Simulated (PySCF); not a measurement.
Harmonic spectrum computed at PBE0 in the def2-SVP basis family (core potentials from Rb on, PySCF, no spin–orbit coupling):

```csv
symmetry,ω (cm⁻¹),IR (km/mol)
b2,95,0.2
b1,100,0.4
a1,112,0.4
a1,399,8.0
b2,409,97.8
a1,414,12.2
```

**Question.** Which molecule gave it? In each, all ligands are bound to the one heavy central atom.
A. InCl₃ (singlet)
B. RhCl₃ (triplet)
C. IrCl₃ (triplet)
D. PbCl₃ (doublet)
E. TcCl₃ (quintet)

**Answer.** C. It has C2v symmetry with Ir–Cl 2.203 Å, Ir–Cl 2.208 Å (×2).
